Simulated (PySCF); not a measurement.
Compound: 4-methylspiro(2.4)hepta-4,6-diene, C₈H₁₀.
InChI=1S/C8H10/c1-7-3-2-4-8(7)5-6-8/h2-4H,5-6H2,1H3

Method: PySCF, TDDFT B3LYP/def2-SVPD, vertical, gas phase, core orbitals frozen in the response. Geometry: PBE0-D3(BJ)/def2-SVP; no solvent, vibrations or thermal averaging.

Orbital energies (eV): HOMO-3 -9.27, HOMO-2 -8.60, HOMO-1 -7.32, HOMO -5.71, LUMO -0.69, LUMO+1 0.49, LUMO+2 0.99.

Lowest singlets, with some entries withheld (?).

```json
{"state": "S1", "λ (nm)": "270.1", "f": "0.083", "main configurations (H = HOMO, L = LUMO)": "H→L (98%)"}
{"state": "S2", "λ (nm)": "228.2", "f": "0.0027", "main configurations (H = HOMO, L = LUMO)": "H→L+1 (98%)"}
{"state": "S3", "λ (nm)": "210.0", "f": "0.0042", "main configurations (H = HOMO, L = LUMO)": "H→L+2 (91%)"}
{"state": "S4", "λ (nm)": "?", "f": "0.084", "main configurations (H = HOMO, L = LUMO)": "H-1→L (65%), H→L+3 (22%), H→L+6 (12%)"}
{"state": "S5", "λ (nm)": "?", "f": "0.0001", "main configurations (H = HOMO, L = LUMO)": "H→L+4 (90%)"}
{"state": "S6", "λ (nm)": "?", "f": "0.084", "main configurations (H = HOMO, L = LUMO)": "H→L+3 (75%), H-1→L (14%), H→L+6 (10%)"}
```

Problem. Fill in the withheld entries.

Solution. 
- S4: λ = 208.5 nm
- S5: λ = 204.0 nm
- S6: λ = 196.8 nm

Problem. What is the mean static polarisability from the same response equations?

Solution. 91.9 au (13.62 Å³), with principal values 67.8, 97.3 and 110.7 au.

Problem. How far apart are S3 and S4, in eV and cm⁻¹?

Solution. 5.946 − 5.904 = 0.042 eV, or about 340 cm⁻¹.
